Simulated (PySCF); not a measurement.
Diatomics of H with group 3

HF with triple-zeta basis sets in PySCF, for the lowest determinant that a PBE0 search found; no spin–orbit coupling. De refers to high-spin ground-configuration atoms. A positive dipole means M(−)H(+).

```csv
M,basis,reference,state (unpaired electrons),Re (Å),ωe (cm⁻¹),De (eV),μ (D)
Sc,def2-TZVPP,UHF,"triplet (σ ↑, δ ↑)",1.936,1428,n/a,-2.12
Y,def2-TZVPP,RHF,singlet (closed shell),1.955,1517,n/a,-1.45
La,x2c-TZVPPall,UHF,"triplet (σ ↑, δ ↑)",2.140,1326,n/a,-3.56
```

The shortest bond is that of ScH (1.936 Å), the longest that of LaH (2.140 Å).

The rows differ in basis set, which adds steps of its own.

The state changes along the series, so neighbouring rows are not always alike in their bonding.

These are scalar-relativistic numbers at best; spin–orbit coupling would shift them, the dissociation energy most. Hartree–Fock leaves out correlation, which carries a large part of most bond energies and some tenths to 1 eV of ionisation energies. With d or f electrons several states lie close, and the lowest PBE0 determinant need not be the measured ground state.
